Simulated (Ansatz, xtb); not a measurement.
**Isomers of C3H5N3O in order of energy**

3 gas-phase structures of C3H5N3O, from a drawn sample of its isomers (lower ones may exist). Each was relaxed with GFN2-xTB; where two conformers were screened, the lower at r2SCAN-D4/def2-SVP is listed:

A. `OCc1nnc[nH]1`, a singlet
B. `OCc1ncn[nH]1`, a singlet
C. `OCc1nc[nH]n1`, a singlet

Q: Which do you expect lowest at r2SCAN-D4/def2-SVP, and how would the others follow?

A: Calculated order at r2SCAN-D4/def2-SVP: B (0.0), C (0.0), A (7.4) kcal/mol. Less than 1 kcal/mol parts B and C, so the order within that pair means little.

Energies above the lowest of each column, in kcal/mol; the last columns are at B3LYP-D3(BJ)/def2-SVP geometries:

| structure | GFN2-xTB | HF/STO-3G | r2SCAN-D4/def2-SVP | B3LYP-D3(BJ)/def2-SVP | CCSD(T)/def2-SVP + ΔMP2/def2-TZVPP |
| --- | --- | --- | --- | --- | --- |
| B | 0.0 | 0.0 | 0.0 | 0.0 | 0.0 |
| C | 0.2 | 1.2 | 0.0 | 0.3 | 0.2 |
| A | 3.6 | 3.9 | 7.4 | 6.9 | 5.9 |

Every level run on B puts it lowest or level with the lowest. Flexible structures stand in one conformer each, not always the lowest. ΔMP2 is the change of the MP2 energy from the smaller to the larger basis.

Programs: Ansatz 0.2.0, xtb 6.7.1.
